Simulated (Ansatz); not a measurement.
Reaction (cleavage of the Si–Si bond): `N[SiH2][SiH2]Cl` + `NCF` → `FCN[SiH2]Cl` + `N[SiH3]`

Gas-phase electronic energies from Ansatz, PBE0-D4/def2-TZVP geometries. CCSD(T)/CBS is the MP2 limit (def2-TZVPP, def2-QZVPP) plus CCSD(T) − MP2 in def2-TZVPP, frozen cores. This one scheme is used for every species. DFT in def2-TZVPP. Each species was taken in one conformer, which may not be the lowest.

```csv
level,ΔE (kJ/mol)
r2SCAN-D4,-50.8
B97M-V,-50.6
CCSD/def2-TZVPP,-59.9
HF/CBS(def2),-72.5
```

Question: What does CCSD(T)/CBS give? (Estimate.)

Answer: Ansatz gave: -56.8 kJ/mol. The listed levels differ from it by 6.0, 6.2, -3.1, -15.7 kJ/mol.

Question: What do rigid-rotor, harmonic-oscillator terms from PBE0-D4/def2-TZVP frequencies (298.15 K, 1 bar) make of the CCSD(T)/CBS value? (Best estimate.)

Answer: Ansatz gave: ΔZPE = -7.0 kJ/mol, ΔH = -63.8 kJ/mol, ΔS = 1 J/(mol·K), ΔG = -64.2 kJ/mol. Modes under 50 cm⁻¹ make the entropy rough.

Largest T1 diagnostic among the species: 0.011.

Leaving LDA and LC-ωPBE aside and taking each functional with its dispersion term where it has one, the values, not all of them listed here, spread over 23.2 kJ/mol, from ωB97M-V to PBE-D4. LDA lies −6.0 kJ/mol from PBE without D4. From BLYP to BHLYP (50 % exact exchange), in def2-TZVPP and without D4, ΔE moves by −11.8 kJ/mol. In def2-TZVPP, CCSD(T) changes the Hartree–Fock value by +12.4 kJ/mol (the triples alone add +1.6 kJ/mol) and MP2 by +5.4 kJ/mol.
